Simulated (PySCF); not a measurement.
## Electron correlation in Sm⁵¹⁺ (samarium, charge +51)

[Ne] 3s1, 2S determinant. Calculation: PySCF 2.14, in an uncontracted even-tempered set (17 s from 12 bohr⁻², ratio 2.5; 12 p from 15 bohr⁻², ratio 2.5; 4 d from 56 bohr⁻², ratio 2.7; 4 f from 84 bohr⁻², ratio 2.7); scalar relativity by spin-free X2C-1e. Frozen: 1s2; 9 electrons correlated; the 20 highest virtual orbitals of each spin left out.

```tsv
level	correlation energy (mhartree)
CCSD	-343.64
(T)	-0.08
CCSD(T)	-343.72
```

Diagnostics: T1 = 5.4e-05, D1 = 0.0002, largest double amplitude 0.002.

Cost of the coupled-cluster step: of the order of 9 core-seconds, for 9 correlated electrons.

Iterations:

```
CC2 = 0
CCSD nocc = (np.int64(5), np.int64(4)), nmo = (80, 80)
frozen orbitals [[0, 81, 82, 83, 84, 85, 86, 87, 88, 89, 90, 91, 92, 93, 94, 95, 96, 97, 98, 99, 100], [0, 81, 82, 83, 84, 85, 86, 87, 88, 89, 90, 91, 92, 93, 94, 95, 96, 97, 98, 99, 100]]
max_cycle = 100
direct = 0
conv_tol = 1e-08
conv_tol_normt = 1e-06
diis_space = 8
diis_start_cycle = 0
Init t2, MP2 energy = -0.342498542551348
Init E_corr(UCCSD) = -0.342498542551348
cycle = 1  E_corr(UCCSD) = -0.343596682960274  dE = -0.00109814041  norm(t1,t2) = 0.000303564
cycle = 2  E_corr(UCCSD) = -0.343634421088717  dE = -3.77381284e-05  norm(t1,t2) = 1.08114e-05
cycle = 3  E_corr(UCCSD) = -0.343635200298574  dE = -7.79209858e-07  norm(t1,t2) = 4.92057e-07
cycle = 4  E_corr(UCCSD) = -0.343635198054604  dE = 2.2439709e-09  norm(t1,t2) = 2.62327e-09
UCCSD converged
E(UCCSD) = -7674.226805433157  E_corr = -0.3436351980546036
UCCSD(T) correction = -7.54484813268749e-05
```

At this charge the one-electron X2C treatment keeps the bare 1/r₁₂, with no two-electron picture change or Breit term. The effect here is smaller than on the frozen 1s shell; and a scalar Hamiltonian misses the large spin-orbit splitting of the p shells, which matters for ns² → np² pairs.
